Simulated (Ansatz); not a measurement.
Molecular dynamics of BH5N2O

The input (input.yaml):

```yaml
crystal:
  periodic: [false, false, false]
  atoms:
    - { symbol: B, position_ang: [0.142716, -0.285126, 0.074937] }
    - { symbol: "N", position_ang: [-0.014228, 0.359965, 1.386891] }
    - { symbol: H, position_ang: [-1.037918, 0.551889, 1.606449] }
    - { symbol: H, position_ang: [0.432229, 0.06292, 2.247108] }
    - { symbol: O, position_ang: [1.477758, -0.71401, -0.094874] }
    - { symbol: H, position_ang: [1.735889, -0.874859, -1.085989] }
    - { symbol: "N", position_ang: [-0.789112, -0.299748, -1.057023] }
    - { symbol: H, position_ang: [-1.790973, -0.388418, -0.717323] }
    - { symbol: H, position_ang: [-0.694764, -0.681804, -1.943158] }
basis:
  gaussian: { orbitals: def2-SVP }
hamiltonian:
  xc: pbe
md:
  timestep: 0.25
  n_steps: 150
  ensemble: nve
  temperature: 500.0
  initial_velocities: maxwell_boltzmann
  seed: 180153
```

Launched with:

```bash
$ ansatz run input.yaml --threads 1 --pin off --max-ram 2048MiB --backend cpu --events-out ev --progress --plain --runs-dir out
```

It goes on from the last frame of an earlier run, with new velocities.

Output, in part (one step line in 2, the closing report, with atoms numbered from 0):

```
md step     0: t =     0.00 fs  T =   500.0 K  F+E_penalty+E_count = -5776.50500244 eV  E_kin = 0.452410 eV  conserved = -5776.05259245 eV  (26 SCF iters)
md step     2: t =     0.50 fs  T =   520.3 K  F+E_penalty+E_count = -5776.52349973 eV  E_kin = 0.470734 eV  conserved = -5776.05276601 eV  (29 SCF iters)
md step     4: t =     1.00 fs  T =   561.4 K  F+E_penalty+E_count = -5776.56101866 eV  E_kin = 0.507956 eV  conserved = -5776.05306274 eV  (29 SCF iters)
md step     6: t =     1.50 fs  T =   603.6 K  F+E_penalty+E_count = -5776.59950828 eV  E_kin = 0.546148 eV  conserved = -5776.05336001 eV  (29 SCF iters)
md step     8: t =     2.00 fs  T =   626.9 K  F+E_penalty+E_count = -5776.62083285 eV  E_kin = 0.567276 eV  conserved = -5776.05355651 eV  (28 SCF iters)
md step    10: t =     2.50 fs  T =   618.9 K  F+E_penalty+E_count = -5776.61357229 eV  E_kin = 0.560020 eV  conserved = -5776.05355182 eV  (29 SCF iters)
md step    12: t =     3.00 fs  T =   581.2 K  F+E_penalty+E_count = -5776.57918851 eV  E_kin = 0.525901 eV  conserved = -5776.05328782 eV  (29 SCF iters)
md step    14: t =     3.50 fs  T =   532.4 K  F+E_penalty+E_count = -5776.53462002 eV  E_kin = 0.481742 eV  conserved = -5776.05287779 eV  (29 SCF iters)
md step    16: t =     4.00 fs  T =   499.7 K  F+E_penalty+E_count = -5776.50472211 eV  E_kin = 0.452121 eV  conserved = -5776.05260090 eV  (29 SCF iters)
md step    18: t =     4.50 fs  T =   501.1 K  F+E_penalty+E_count = -5776.50600989 eV  E_kin = 0.453375 eV  conserved = -5776.05263514 eV  (27 SCF iters)
md step    20: t =     5.00 fs  T =   534.5 K  F+E_penalty+E_count = -5776.53646366 eV  E_kin = 0.483591 eV  conserved = -5776.05287290 eV  (29 SCF iters)
md step    22: t =     5.50 fs  T =   583.6 K  F+E_penalty+E_count = -5776.58114915 eV  E_kin = 0.528042 eV  conserved = -5776.05310700 eV  (29 SCF iters)
md step    24: t =     6.00 fs  T =   630.9 K  F+E_penalty+E_count = -5776.62414346 eV  E_kin = 0.570882 eV  conserved = -5776.05326167 eV  (29 SCF iters)
md step    26: t =     6.50 fs  T =   663.9 K  F+E_penalty+E_count = -5776.65409719 eV  E_kin = 0.600736 eV  conserved = -5776.05336131 eV  (29 SCF iters)
md step    28: t =     7.00 fs  T =   674.9 K  F+E_penalty+E_count = -5776.66402594 eV  E_kin = 0.610630 eV  conserved = -5776.05339620 eV  (29 SCF iters)
md step    30: t =     7.50 fs  T =   661.9 K  F+E_penalty+E_count = -5776.65217295 eV  E_kin = 0.598869 eV  conserved = -5776.05330346 eV  (29 SCF iters)
md step    32: t =     8.00 fs  T =   632.4 K  F+E_penalty+E_count = -5776.62523068 eV  E_kin = 0.572172 eV  conserved = -5776.05305875 eV  (29 SCF iters)
md step    34: t =     8.50 fs  T =   603.7 K  F+E_penalty+E_count = -5776.59895979 eV  E_kin = 0.546198 eV  conserved = -5776.05276195 eV  (29 SCF iters)
md step    36: t =     9.00 fs  T =   595.9 K  F+E_penalty+E_count = -5776.59175837 eV  E_kin = 0.539158 eV  conserved = -5776.05260003 eV  (30 SCF iters)
md step    38: t =     9.50 fs  T =   619.9 K  F+E_penalty+E_count = -5776.61362306 eV  E_kin = 0.560929 eV  conserved = -5776.05269399 eV  (29 SCF iters)
md step    40: t =    10.00 fs  T =   669.9 K  F+E_penalty+E_count = -5776.65910373 eV  E_kin = 0.606109 eV  conserved = -5776.05299446 eV  (29 SCF iters)
md step    42: t =    10.50 fs  T =   725.9 K  F+E_penalty+E_count = -5776.71012415 eV  E_kin = 0.656786 eV  conserved = -5776.05333790 eV  (28 SCF iters)
md step    44: t =    11.00 fs  T =   765.0 K  F+E_penalty+E_count = -5776.74578775 eV  E_kin = 0.692228 eV  conserved = -5776.05355986 eV  (29 SCF iters)
md step    46: t =    11.50 fs  T =   772.7 K  F+E_penalty+E_count = -5776.75266692 eV  E_kin = 0.699117 eV  conserved = -5776.05355006 eV  (30 SCF iters)
md step    48: t =    12.00 fs  T =   749.7 K  F+E_penalty+E_count = -5776.73159925 eV  E_kin = 0.678299 eV  conserved = -5776.05330048 eV  (29 SCF iters)
md step    50: t =    12.50 fs  T =   712.5 K  F+E_penalty+E_count = -5776.69763055 eV  E_kin = 0.644657 eV  conserved = -5776.05297357 eV  (29 SCF iters)
md step    52: t =    13.00 fs  T =   682.1 K  F+E_penalty+E_count = -5776.67001965 eV  E_kin = 0.617198 eV  conserved = -5776.05282116 eV  (29 SCF iters)
md step    54: t =    13.50 fs  T =   668.6 K  F+E_penalty+E_count = -5776.65784883 eV  E_kin = 0.604926 eV  conserved = -5776.05292258 eV  (28 SCF iters)
md step    56: t =    14.00 fs  T =   665.8 K  F+E_penalty+E_count = -5776.65550677 eV  E_kin = 0.602410 eV  conserved = -5776.05309690 eV  (27 SCF iters)
md step    58: t =    14.50 fs  T =   662.4 K  F+E_penalty+E_count = -5776.65247056 eV  E_kin = 0.599318 eV  conserved = -5776.05315246 eV  (30 SCF iters)
md step    60: t =    15.00 fs  T =   653.3 K  F+E_penalty+E_count = -5776.64423332 eV  E_kin = 0.591138 eV  conserved = -5776.05309535 eV  (31 SCF iters)
md step    62: t =    15.50 fs  T =   640.7 K  F+E_penalty+E_count = -5776.63275153 eV  E_kin = 0.579700 eV  conserved = -5776.05305146 eV  (31 SCF iters)
md step    64: t =    16.00 fs  T =   626.4 K  F+E_penalty+E_count = -5776.61986759 eV  E_kin = 0.566776 eV  conserved = -5776.05309116 eV  (31 SCF iters)
md step    66: t =    16.50 fs  T =   608.1 K  F+E_penalty+E_count = -5776.60336329 eV  E_kin = 0.550198 eV  conserved = -5776.05316567 eV  (31 SCF iters)
md step    68: t =    17.00 fs  T =   581.8 K  F+E_penalty+E_count = -5776.57955976 eV  E_kin = 0.526390 eV  conserved = -5776.05316985 eV  (31 SCF iters)
md step    70: t =    17.50 fs  T =   548.3 K  F+E_penalty+E_count = -5776.54917115 eV  E_kin = 0.496130 eV  conserved = -5776.05304153 eV  (31 SCF iters)
md step    72: t =    18.00 fs  T =   517.0 K  F+E_penalty+E_count = -5776.52061062 eV  E_kin = 0.467781 eV  conserved = -5776.05282970 eV  (32 SCF iters)
md step    74: t =    18.50 fs  T =   501.8 K  F+E_penalty+E_count = -5776.50675801 eV  E_kin = 0.454072 eV  conserved = -5776.05268620 eV  (28 SCF iters)
md step    76: t =    19.00 fs  T =   512.0 K  F+E_penalty+E_count = -5776.51602159 eV  E_kin = 0.463269 eV  conserved = -5776.05275285 eV  (30 SCF iters)
md step    78: t =    19.50 fs  T =   543.0 K  F+E_penalty+E_count = -5776.54429952 eV  E_kin = 0.491275 eV  conserved = -5776.05302451 eV  (30 SCF iters)
md step    80: t =    20.00 fs  T =   577.1 K  F+E_penalty+E_count = -5776.57553560 eV  E_kin = 0.522208 eV  conserved = -5776.05332806 eV  (30 SCF iters)
md step    82: t =    20.50 fs  T =   595.1 K  F+E_penalty+E_count = -5776.59194208 eV  E_kin = 0.538496 eV  conserved = -5776.05344651 eV  (31 SCF iters)
md step    84: t =    21.00 fs  T =   589.5 K  F+E_penalty+E_count = -5776.58665961 eV  E_kin = 0.533371 eV  conserved = -5776.05328890 eV  (31 SCF iters)
md step    86: t =    21.50 fs  T =   570.0 K  F+E_penalty+E_count = -5776.56875617 eV  E_kin = 0.515760 eV  conserved = -5776.05299580 eV  (31 SCF iters)
md step    88: t =    22.00 fs  T =   554.8 K  F+E_penalty+E_count = -5776.55486180 eV  E_kin = 0.502018 eV  conserved = -5776.05284381 eV  (31 SCF iters)
md step    90: t =    22.50 fs  T =   553.2 K  F+E_penalty+E_count = -5776.55354465 eV  E_kin = 0.500589 eV  conserved = -5776.05295531 eV  (32 SCF iters)
md step    92: t =    23.00 fs  T =   558.4 K  F+E_penalty+E_count = -5776.55844994 eV  E_kin = 0.505288 eV  conserved = -5776.05316210 eV  (31 SCF iters)
md step    94: t =    23.50 fs  T =   557.2 K  F+E_penalty+E_count = -5776.55742309 eV  E_kin = 0.504192 eV  conserved = -5776.05323083 eV  (30 SCF iters)
md step    96: t =    24.00 fs  T =   544.3 K  F+E_penalty+E_count = -5776.54564263 eV  E_kin = 0.492523 eV  conserved = -5776.05311986 eV  (30 SCF iters)
md step    98: t =    24.50 fs  T =   525.6 K  F+E_penalty+E_count = -5776.52857995 eV  E_kin = 0.475616 eV  conserved = -5776.05296374 eV  (31 SCF iters)
md step   100: t =    25.00 fs  T =   510.5 K  F+E_penalty+E_count = -5776.51480406 eV  E_kin = 0.461901 eV  conserved = -5776.05290345 eV  (31 SCF iters)
md step   102: t =    25.50 fs  T =   502.8 K  F+E_penalty+E_count = -5776.50791871 eV  E_kin = 0.454950 eV  conserved = -5776.05296852 eV  (31 SCF iters)
md step   104: t =    26.00 fs  T =   499.1 K  F+E_penalty+E_count = -5776.50470247 eV  E_kin = 0.451630 eV  conserved = -5776.05307271 eV  (31 SCF iters)
md step   106: t =    26.50 fs  T =   493.8 K  F+E_penalty+E_count = -5776.49992172 eV  E_kin = 0.446829 eV  conserved = -5776.05309267 eV  (32 SCF iters)
md step   108: t =    27.00 fs  T =   486.6 K  F+E_penalty+E_count = -5776.49329133 eV  E_kin = 0.440318 eV  conserved = -5776.05297365 eV  (31 SCF iters)
md step   110: t =    27.50 fs  T =   485.7 K  F+E_penalty+E_count = -5776.49230242 eV  E_kin = 0.439498 eV  conserved = -5776.05280490 eV  (31 SCF iters)
md step   112: t =    28.00 fs  T =   501.8 K  F+E_penalty+E_count = -5776.50679231 eV  E_kin = 0.454016 eV  conserved = -5776.05277665 eV  (31 SCF iters)
md step   114: t =    28.50 fs  T =   536.3 K  F+E_penalty+E_count = -5776.53824518 eV  E_kin = 0.485254 eV  conserved = -5776.05299097 eV  (29 SCF iters)
md step   116: t =    29.00 fs  T =   576.1 K  F+E_penalty+E_count = -5776.57454276 eV  E_kin = 0.521238 eV  conserved = -5776.05330513 eV  (29 SCF iters)
md step   118: t =    29.50 fs  T =   602.3 K  F+E_penalty+E_count = -5776.59838143 eV  E_kin = 0.544949 eV  conserved = -5776.05343290 eV  (30 SCF iters)
md step   120: t =    30.00 fs  T =   608.0 K  F+E_penalty+E_count = -5776.60333305 eV  E_kin = 0.550095 eV  conserved = -5776.05323833 eV  (29 SCF iters)
md step   122: t =    30.50 fs  T =   605.8 K  F+E_penalty+E_count = -5776.60105133 eV  E_kin = 0.548135 eV  conserved = -5776.05291586 eV  (30 SCF iters)
md step   124: t =    31.00 fs  T =   615.8 K  F+E_penalty+E_count = -5776.60999247 eV  E_kin = 0.557181 eV  conserved = -5776.05281131 eV  (30 SCF iters)
md step   126: t =    31.50 fs  T =   644.4 K  F+E_penalty+E_count = -5776.63608380 eV  E_kin = 0.583054 eV  conserved = -5776.05303011 eV  (28 SCF iters)
md step   128: t =    32.00 fs  T =   677.9 K  F+E_penalty+E_count = -5776.66672681 eV  E_kin = 0.613390 eV  conserved = -5776.05333651 eV  (28 SCF iters)
md step   130: t =    32.50 fs  T =   696.6 K  F+E_penalty+E_count = -5776.68372406 eV  E_kin = 0.630265 eV  conserved = -5776.05345901 eV  (28 SCF iters)
md step   132: t =    33.00 fs  T =   691.4 K  F+E_penalty+E_count = -5776.67897116 eV  E_kin = 0.625630 eV  conserved = -5776.05334102 eV  (30 SCF iters)
md step   134: t =    33.50 fs  T =   669.1 K  F+E_penalty+E_count = -5776.65850894 eV  E_kin = 0.605403 eV  conserved = -5776.05310629 eV  (30 SCF iters)
md step   136: t =    34.00 fs  T =   644.1 K  F+E_penalty+E_count = -5776.63574201 eV  E_kin = 0.582822 eV  conserved = -5776.05291966 eV  (29 SCF iters)
md step   138: t =    34.50 fs  T =   628.6 K  F+E_penalty+E_count = -5776.62165833 eV  E_kin = 0.568770 eV  conserved = -5776.05288818 eV  (28 SCF iters)
md step   140: t =    35.00 fs  T =   624.8 K  F+E_penalty+E_count = -5776.61830277 eV  E_kin = 0.565289 eV  conserved = -5776.05301339 eV  (28 SCF iters)
md step   142: t =    35.50 fs  T =   624.9 K  F+E_penalty+E_count = -5776.61860206 eV  E_kin = 0.565407 eV  conserved = -5776.05319524 eV  (28 SCF iters)
md step   144: t =    36.00 fs  T =   617.7 K  F+E_penalty+E_count = -5776.61224309 eV  E_kin = 0.558945 eV  conserved = -5776.05329806 eV  (29 SCF iters)
md step   146: t =    36.50 fs  T =   597.2 K  F+E_penalty+E_count = -5776.59358495 eV  E_kin = 0.540333 eV  conserved = -5776.05325244 eV  (28 SCF iters)
md step   148: t =    37.00 fs  T =   566.4 K  F+E_penalty+E_count = -5776.56559980 eV  E_kin = 0.512477 eV  conserved = -5776.05312302 eV  (29 SCF iters)
md step   150: t =    37.50 fs  T =   533.9 K  F+E_penalty+E_count = -5776.53613778 eV  E_kin = 0.483084 eV  conserved = -5776.05305393 eV  (27 SCF iters)
Total energy: -5776.53617122 eV, -212.2837888155 hartree
Atom 0 at     0.242809    -0.274641     0.058288 Å, force    -1.683415     1.275797     0.996793 eV/Å
Atom 1 at    -0.163925     0.255355     1.400036 Å, force    -0.434091     0.799129    -1.510557 eV/Å
Atom 2 at    -0.771700     1.113375     1.322974 Å, force     0.504174    -1.036728     0.229968 eV/Å
Atom 3 at     0.535239     0.430905     2.127809 Å, force     0.157635    -0.179299    -0.284828 eV/Å
Atom 4 at     1.517799    -0.673082    -0.157535 Å, force     1.014637    -1.515925    -0.344183 eV/Å
Atom 5 at     1.455428    -1.470295    -0.738128 Å, force     0.436638     0.611248     0.145829 eV/Å
Atom 6 at    -0.756680    -0.305113    -0.983779 Å, force    -2.191442     1.202400     3.394847 eV/Å
Atom 7 at    -1.758403    -0.085080    -0.730660 Å, force     1.234291    -0.104376     0.457611 eV/Å
Atom 8 at    -0.895557    -0.553045    -1.902253 Å, force     0.961572    -1.052246    -3.085480 eV/Å
Dipole moment:    -0.274897    -0.021518    -0.262177 e Å
```

The run went to its last step. The conserved energy stayed within 0.12 meV per atom of its start (net change -0.051 meV per atom), so the integration is sound. A run of 0.037 ps of so small a system gives no equilibrium averages.

The same pairs are bonded in the first frame and the last. Pairs count as bonded within 1.25 times the sum of covalent radii (0.12 Å more for H–H).

Last frame:

```xyz
9
Properties=species:S:1:pos:R:3
B 0.243 -0.275 0.058
N -0.164 0.255 1.400
H -0.772 1.113 1.323
H 0.535 0.431 2.128
O 1.518 -0.673 -0.158
H 1.455 -1.470 -0.738
N -0.757 -0.305 -0.984
H -1.758 -0.085 -0.731
H -0.896 -0.553 -1.902
```

Run time: 5.1 min on 1 thread of Arm Neoverse V1 (shared host), peak memory 0.1 GiB.
